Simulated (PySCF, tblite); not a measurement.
Compound: C8H12N3 (charge +1).
SMILES with atom numbers: `[cH:1]1[cH:2][n+:3]([CH:4]2[CH2:5][CH2:6]2)[n:7][n:8]1[CH:9]1[CH2:10][CH2:11]1` (hydrogens: H12 on C1; H13 on C2; H14 on C4; H15, H16 on C5; H17, H18 on C6; H19 on C9; H20, H21 on C10; H22, H23 on C11)

The geometry is computed with GFN2-xTB (gas phase).

(1) What internal coordinates does the optimisation give?

## Answers

(1) 
```json
{"bond": "C1–C2", "length (Å)": "1.374", "order": "aromatic"}
{"bond": "N3–C4, N8–C9", "length (Å)": "1.417", "order": "single"}
{"bond": "C4–C5 and 3 like bonds", "length (Å)": "1.507", "order": "single"}
{"bond": "C5–C6, C10–C11", "length (Å)": "1.489", "order": "single"}
{"bond": "N3–N7, N7–N8", "length (Å)": "1.303", "order": "aromatic"}
{"bond": "C1–N8, C2–N3", "length (Å)": "1.349", "order": "aromatic"}
{"bond": "C1–H12, C2–H13", "length (Å)": "1.070", "order": "single"}
{"bond": "C4–H14, C9–H19", "length (Å)": "1.081", "order": "single"}
{"bond": "C5–H15 and 3 like bonds", "length (Å)": "1.079", "order": "single"}
{"bond": "C5–H16 and 3 like bonds", "length (Å)": "1.078", "order": "single"}
```

Bonds in one row agree within 0.01 Å and their mean is given. Orders are formal, as drawn. A selection of angles:
```json
{"angle": "C2–C1–N8", "degrees": "105.5"}
{"angle": "C2–C1–H12", "degrees": "130.8"}
{"angle": "N8–C1–H12", "degrees": "123.7"}
{"angle": "C2–N3–C4", "degrees": "127.2"}
{"angle": "C2–N3–N7", "degrees": "111.0"}
{"angle": "C4–N3–N7", "degrees": "121.9"}
{"angle": "N3–C4–C5", "degrees": "118.3"}
{"angle": "N3–C4–H14", "degrees": "111.9"}
{"angle": "C5–C4–C6", "degrees": "59.2"}
{"angle": "C5–C4–H14", "degrees": "119.9"}
{"angle": "C4–C5–C6", "degrees": "60.4"}
{"angle": "C4–C5–H15", "degrees": "117.0"}
{"angle": "C4–C5–H16", "degrees": "117.3"}
{"angle": "C6–C5–H15", "degrees": "118.0"}
{"angle": "C6–C5–H16", "degrees": "119.3"}
{"angle": "H15–C5–H16", "degrees": "114.4"}
{"angle": "N3–N7–N8", "degrees": "107.0"}
```

Dihedral angles: C2–N3–C4–C5 146° (anticlinal); N3–C4–C5–C6 108° (anticlinal); N7–N8–C9–C10 -33° (synclinal); N8–C9–C10–C11 108° (anticlinal); N8–C9–C11–C10 -108° (anticlinal); N3–C4–C6–C5 -108° (anticlinal).

N3 (nitrogen bonded to 2 C and N) is planar (angles 127.2°, 121.9° and 111.0°, sum 360.0°, 0.00 Å off the plane of its three neighbours). The 4 C–N bonds span 1.349 Å (C2–N3, aromatic) to 1.417 Å (N3–C4, drawn single), a spread of 0.068 Å. The 3-membered ring C4–C5–C6 has internal angles of 59.2° to 60.4°. C1 (aromatic CH next to a ring nitrogen) is planar (angles 130.8°, 123.7° and 105.5°, sum 360.0°, 0.00 Å off the plane of its three neighbours). The 3-membered ring C9–C10–C11 has internal angles of 59.2° to 60.4°. The 5-membered ring C1–C2–N3–N7–N8 has internal angles of 105.5° to 111.0°; it is planar, 0.00 Å rms from its mean plane, widest ring torsion 0°. The 7 C–C bonds span 1.374 Å (C1–C2, aromatic) to 1.507 Å (C9–C11, drawn single), a spread of 0.133 Å.

Point group: C2v (every atom within 0.08 Å of its image). Its GFN2-xTB frequencies are all real (lowest 35 cm⁻¹). 3 starts were optimised and ended at 0.00, 0.17 and 0.53 kcal/mol (GFN2-xTB); the lowest of these is shown.

One conformer stands for the species.
